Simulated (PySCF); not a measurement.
Ge (germanium, neutral) across methods

[Ar] 3d10 4s1 4p2 5s1, high-spin 5P determinant (an excited configuration). All numbers are calculated (PySCF 2.14, scalar relativity through the core potential, in aug-cc-pVTZ-PP with one added diffuse shell each of s, d, f type with ECP10MDF (7s5p5d3f, 68 functions)).

```csv
method,E (hartree),mean ε 4s α (eV),mean ε 4p α (eV),mean ε 5s α (eV),Σ⟨r²⟩ (bohr²),⟨S²⟩
BHandHLYP,-293.9742,-20.345,-10.435,-2.539,78.03,6.001
PBE0,-294.0906,-18.809,-9.511,-2.396,75.79,6.001
LDA,-293.6360,-17.249,-8.318,-2.134,72.93,6.001
UHF,-293.01737,-23.499,-12.736,-3.158,81.46,6.002
wB97X-V,-294.0782,-21.462,-11.704,-3.294,77.77,6.001
MN15,-294.4986,-19.221,-9.948,-2.461,82.59,6.001
r2SCAN,-294.0123,-17.832,-8.788,-2.049,75.23,6.002
r2SCANh,-294.0113,-18.441,-9.204,-2.182,75.38,6.002
```

Q: Estimate the same row for PBE.

A: E (hartree) = -294.1171; mean ε 4s α (eV) = -17.056; mean ε 4p α (eV) = -8.304; mean ε 5s α (eV) = -2.050; Σ⟨r²⟩ (bohr²) = 74.85; ⟨S²⟩ = 6.001.

Energies and moments cover only the electrons outside the core potential. The outer electron is Rydberg-like, and this basis confines it to a smaller radius and binds it less than a complete one would.
